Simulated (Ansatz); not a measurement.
`C#[C][Al]([CH3])[NH]C` and `C#[C][Al]([CH3])[F]` differ in one atom or group.

Ansatz, PBE0-D4/def2-TZVP geometries, multiplicity 1. Each molecule was computed in one conformer, which needn't be the lowest.

```
                               property  `C#[C][Al]([CH3])[NH]C`
HOMO–LUMO gap (ωB97M-V/def2-TZVPP) / eV                    10.26
    HOMO–LUMO gap (PBE/def2-TZVPP) / eV                     4.09
  HOMO–LUMO gap (B3LYP/def2-TZVPP) / eV                     5.77
  HOMO energy (ωB97M-V/def2-TZVPP) / eV                    -9.05
    HOMO energy (B3LYP/def2-TZVPP) / eV                    -6.51
      LUMO energy (PBE/def2-TZVPP) / eV                    -1.36
```

Problem. What does the change do to each property? (Best estimate.)

Solution. Computed: 
```tsv
property	`C#[C][Al]([CH3])[F]`	shift
HOMO–LUMO gap (ωB97M-V/def2-TZVPP) / eV	11.16	0.90
HOMO–LUMO gap (PBE/def2-TZVPP) / eV	5.10	1.01
HOMO–LUMO gap (B3LYP/def2-TZVPP) / eV	6.66	0.89
HOMO energy (ωB97M-V/def2-TZVPP) / eV	-10.58	-1.53
HOMO energy (B3LYP/def2-TZVPP) / eV	-8.06	-1.55
LUMO energy (PBE/def2-TZVPP) / eV	-1.99	-0.63
```

With PBE0 the HOMO falls by 1.60 eV and the LUMO falls by 0.63 eV, so the gap widens by about 0.97 eV. PBE moves the HOMO by -1.64 eV and ωB97M-V by -1.53 eV.

B3LYP here is the variant with VWN-RPA as its local correlation; programs differ in this.
